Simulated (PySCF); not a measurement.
# Correlation energy of F²⁺ (fluorine, charge +2)

[He] 2s2 2p3, high-spin 4S determinant. Calculation: PySCF 2.14, in aug-cc-pVTZ-DK; the spin-free X2C one-electron Hamiltonian (Gaussian nucleus). Frozen: 1s2; 5 electrons correlated.

MP2 pair energies summed by pair of shells (mhartree):

| pair | energy | share (%) |
| --- | --- | --- |
| 2s-2p | -66.38 | 66.4 |
| 2p-2p | -23.70 | 23.7 |
| 2s-2s | -9.84 | 9.8 |

Total MP2 correlation energy: -99.92 mhartree.

Same-spin part -29.20 and opposite-spin part -70.72 mhartree; SCS-MP2 scales them by 1/3 and 6/5 to -94.59 mhartree.
